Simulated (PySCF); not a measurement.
PySCF input file for GaHCl₂, SMILES [GaH]([Cl])[Cl], IEF-PCM-PBE0/def2-SVP. Coordinates come from a ωB97X-D3(BJ)/def2-TZVP optimisation.

```python
import numpy as np
from pyscf import gto, scf, dft
from pyscf.solvent import pcm

mol = gto.M(
    atom='''
    Ga    0.00000000   -0.00000000   -0.56533268
    H     0.00000000    0.00000000   -2.10595447
    Cl    0.00000000    1.79050267    0.57739022
    Cl    0.00000000   -1.79050267    0.57739023
    ''',
    basis='def2-SVP',
    charge=0,
    spin=0,
    max_memory=1600,
    verbose=3,
)
mf = dft.RKS(mol, xc='pbe0').density_fit(auxbasis='def2-universal-jkfit')
mf.grids.level = 3
mf.conv_tol = 1e-9
mf.max_cycle = 100
mf.kernel()
res = {}
for name, eps in {'water': 78.355, 'ethanol': 24.852, 'diethylether': 4.24}.items():
    s = mf.PCM()
    s.with_solvent.method, s.with_solvent.eps, s.with_solvent.lebedev_order = 'IEF-PCM', eps, 29
    s.kernel(mf.make_rdm1())
    res[name] = (s.e_tot, eps, s.dip_moment(), s.mo_energy, s.converged)
    print(f'{name}: electrostatic solvation free energy {(s.e_tot - mf.e_tot) * 627.509474:.3f} kcal/mol')
```

Log of the run:

```
converged SCF energy = -2844.86923522643

WARN: PCM is an experimental feature. It is still in testing.
Features and APIs may be changed in the future.

converged SCF energy = -2844.87621135856
Dipole moment(X, Y, Z, Debye): -0.00000,  0.00000, -2.29361
water: electrostatic solvation free energy -4.378 kcal/mol

WARN: PCM is an experimental feature. It is still in testing.
Features and APIs may be changed in the future.

converged SCF energy = -2844.87589206238
Dipole moment(X, Y, Z, Debye): -0.00000,  0.00000, -2.26486
ethanol: electrostatic solvation free energy -4.177 kcal/mol

WARN: PCM is an experimental feature. It is still in testing.
Features and APIs may be changed in the future.

converged SCF energy = -2844.87392315986
Dipole moment(X, Y, Z, Debye): -0.00000,  0.00000, -2.08928
diethylether: electrostatic solvation free energy -2.942 kcal/mol
```

The calculation finished and met its thresholds.

Cost: very roughly 40 core-seconds.
